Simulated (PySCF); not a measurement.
Compound: C7H16OSi.
Structure used (GFN2-xTB), in Å, numbered top down from 1:
```xyz
25
C7H16OSi angstrom
C      3.6543    0.7003    0.2610
C      2.2423    0.3928    0.7439
C      1.4375   -0.3580   -0.3151
C      0.0501   -0.7519    0.1781
C     -0.7473   -1.5627   -0.8528
O     -2.1189   -1.2754   -0.6584
C     -2.2680   -0.2429    0.3258
Si    -3.6956    0.8395   -0.3217
C     -0.8991    0.4224    0.4335
H      3.6254    1.3154   -0.6356
H      4.2126    1.2351    1.0256
H      4.1868   -0.2190    0.0273
H      1.7337    1.3258    0.9934
H      2.2935   -0.2111    1.6527
H      1.9794   -1.2635   -0.6005
H      1.3410    0.2660   -1.2070
H      0.1467   -1.3390    1.0978
H     -0.4678   -1.2708   -1.8749
H     -0.5917   -2.6416   -0.7478
H     -2.5049   -0.7239    1.2885
H     -3.9797    1.8822    0.6703
H     -3.2525    1.4453   -1.5776
H     -4.8653   -0.0062   -0.5329
H     -0.7522    0.8922    1.4034
H     -0.7710    1.1733   -0.3489
```

NICS = −σ at a ghost point: NICS(0) at the centroid of the ring atoms, NICS(1) 1 Å to either side along the normal of their mean plane, zz for the tensor component along that normal. Level: GIAO PBE0/pcSseg-1 (PySCF, non-relativistic, gas phase) on the GFN2-xTB geometry, one conformer.

Ring bond lengths (Å), with Mayer bond orders in brackets: C4–C5 1.535 (1.01), C5–O6 1.415 (0.91), O6–C7 1.434 (0.86), C7–C9 1.526 (1.03), C9–C4 1.531 (0.99).

Question: What do the NICS probes read (ppm)?

Answer: 
| ring | type | NICS(0) | NICS(1), two faces | NICS(1)zz, two faces | rms pucker (Å) | centre to ring atoms, mean (Å) |
| --- | --- | --- | --- | --- | --- | --- |
| C4–C5–O6–C7–C9 | 5-membered ring with O; formal bonds all single | -7.5 | -3.9 / -3.2 | -4.6 / -5.3 | 0.16 | 1.25 |

Question: What do they say, and how far can they be read as aromaticity?

Answer: 
- C4–C5–O6–C7–C9: mean NICS(1)zz -5.0 ppm, shielded. C4, C5, C7, C9 have four or more neighbours, and the NICS criterion for π rings isn't applied.

Question: What field does 14.1 T along the ring normal induce along that normal at the first NICS(1) probe listed for ring C4–C5–O6–C7–C9, 1 Å off the ring?

Answer: NICSzz × B0 = -4.6 ppm × 14.1 T = -65 μT, against the applied field.
